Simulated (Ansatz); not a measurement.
PBE exchange is replaced step by step with exact exchange (0 % is PBE, 25 % PBE0; no dispersion term), basis def2-SVP, Ansatz. System: Zr₃O₁₂H₁₂, a hydroxylated oxide cluster. Total charge 0; singlet. Geometry: PBE-D4/def2-SVP.

Geometry of the singlet:

Cartesian coordinates in Å:
```
Zr 1.3863 -1.2045 -0.7641
Zr -1.7291 -0.5741 1.1373
Zr 0.1288 2.1611 -0.3780
O -3.5961 -0.7555 0.5120
O -1.7584 0.2028 2.9651
O -1.7432 1.5679 0.2532
O -1.1037 -2.3484 1.6236
O -0.7615 -0.9442 -0.8890
O -0.4815 3.3682 -1.7605
O 0.4958 0.2702 0.8398
O 1.1192 3.2608 0.8704
O 1.3518 0.9925 -1.5626
O 1.1425 -2.9418 0.2344
O 3.1752 -0.8409 -0.0490
O 1.6319 -1.7365 -2.6367
H -4.3268 -1.3888 0.5694
H -1.5206 -0.2195 3.8061
H -2.6183 1.9026 -0.0109
H -0.3490 -2.8354 1.1968
H -1.2756 -1.3645 -1.6006
H -0.8244 3.9218 -2.4746
H 0.9932 0.4036 1.6688
H 1.3322 4.0845 1.3301
H 1.5071 1.0686 -2.5206
H 1.8544 -3.4057 0.7071
H 3.9315 -0.2893 0.1913
H 2.0385 -2.3555 -3.2586
```

In the def2 sets Zr takes a core potential; there is no spin–orbit coupling.

```csv
exact exchange (%),HOMO (eV),LUMO (eV),gap (eV)
5,-6.10,-1.04,5.05
10,-6.43,-0.87,5.56
15,-6.77,-0.70,6.07
25,-7.45,-0.35,7.10
35,-8.14,0.00,8.14
50,-9.20,0.43,9.64
```

Task: Fit a straight line to the column «gap (eV)» against the share of exact exchange and predict its value at 0 %.

Result: With x = exact exchange (%) and y = gap (eV): mean x = 23.33, mean y = 6.927; Σ(x − x̄)(y − ȳ) = 146.6, Σ(x − x̄)² = 1433; slope b = 0.1023, intercept a = ȳ − b·x̄ = 4.54. The residuals of the fitted rows reach 0.02. At x = 0 the line gives 4.54 + (0.1023 × 0) = 4.54; the run gave 4.56, 0.02 more than the line.
